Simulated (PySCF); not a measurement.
1-fluorobutane (C4H9F), SMILES CCCCF.

Geometry: r2SCAN-D4/def2-SVP. The values are those of a single conformer.

Two levels are set side by side: TDA-PBE/def2-SVPD (PySCF) and TDA-LC-ωPBE/def2-SVPD (PySCF). Vertical, same geometry. The lowest singlet is HOMO→LUMO 100 % with PBE and HOMO→LUMO 50 %, HOMO→LUMO+1 15 % with the other functional; states are paired by order. Differences are taken from unrounded values.

```
quantity                               TDA-LC-ωPBE  TDA-PBE  TDA-PBE minus TDA-LC-ωPBE
-------------------------------------  -----------  -------  -------------------------
lowest singlet excitation (eV)                9.52     7.71                      -1.81
lowest triplet excitation (TDA) (eV)          9.12     7.59                      -1.53
first bright state (f over 0.05) (eV)        10.53     8.58                      -1.95
its oscillator strength                       0.07     0.05                      -0.02
```

Functionals without exact exchange tend to place singlet excitations lower, as here. Differences between two approximate levels are no errors against the true value.

Rough cost on one machine, each run with all the roots and properties that it gave: TDA-LC-ωPBE against TDA-PBE about 4 times.
